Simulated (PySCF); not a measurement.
# Distorted geometries of WOBr3

WOBr3 (doublet). PySCF 2.14.0, UKS PBE, W def2-SVP with ECP60, O def2-SVP, Br def2-SVP; non-relativistic Hamiltonian with scalar-relativistic core potentials where named; density fitting; no spin-orbit coupling. Relaxed geometry:

```xyz
5

W     0.2585    0.0000    0.2556
O     1.5373    0.0000    1.3768
Br    0.6678    1.8359   -1.2886
Br   -1.9967    0.0000    1.1559
Br    0.6678   -1.8359   -1.2886
```

Task: Order these distorted geometries by energy above the relaxed one, lowest first.
A.
```xyz
5

W     0.1743    0.0074    0.2669
O     1.5759   -0.0206    1.3431
Br    0.6938    1.8097   -1.3369
Br   -1.9829   -0.0281    1.3088
Br    0.6736   -1.7684   -1.3709
```
B.
```xyz
5

W     0.3896    0.0543    0.4561
O     1.3781   -0.1544    1.2893
Br    0.5721    1.8181   -1.2771
Br   -1.9759    0.0389    1.2029
Br    0.7708   -1.7569   -1.4601
```
C.
```xyz
5

W     0.2465    0.0124    0.3162
O     1.5532    0.0109    1.4186
Br    0.7125    1.8292   -1.3739
Br   -2.0153   -0.0511    1.1317
Br    0.6378   -1.8014   -1.2816
```

Result: C (0.08 eV), A (0.17 eV), B (9.17 eV).

Task: Which forces (eV/Å) act in the one that lies 0.08 eV up?

Result: 
```
W    0.95  0.55 -0.95
O   -0.50 -0.03 -0.22
Br  -0.23 -0.68  0.74
Br  -0.21  0.03  0.20
Br  -0.02  0.14  0.23
```
Forces carry noise of the integration grid, about 0.01 to 0.03 eV/Å.

Open shells may have lower solutions than the one found.
